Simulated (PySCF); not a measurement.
**Radial density of Ga²⁺ (gallium, charge +2)**

B97-3, [Ar] 3d10 4s1, 2S determinant. Calculation: PySCF 2.14, in def2-QZVPPD (12s7p5d4f1g, 95 functions); no relativity, point nucleus.

```tsv
r (bohr)	4πr²ρ (e/bohr)	4πr²(ρα − ρβ)
0.000837	0.1707	0.0001
0.00141	0.4661	0.0003
0.00237	1.243	0.0007
0.00399	3.180	0.0018
0.00670	7.603	0.0043
0.0113	16.22	0.0090
0.0190	28.63	0.0146
0.0319	37.36	0.0140
0.0537	33.29	0.0014
0.0903	32.06	0.0098
0.152	43.50	0.0424
0.255	27.98	-0.0151
0.430	23.72	0.0725
0.722	22.01	0.0028
1.22	5.602	0.2916
2.04	1.008	0.5738
3.44	0.1113	0.1027
5.78	0.0009124	0.0009
```

Question: Where is the radial spin density 4πr²(ρα − ρβ) most negative, and why is it negative at all?

Answer: Around r = 0.255 bohr, down to -0.0151 e/bohr: exchange with the open shell polarises the paired shells in an unrestricted calculation.
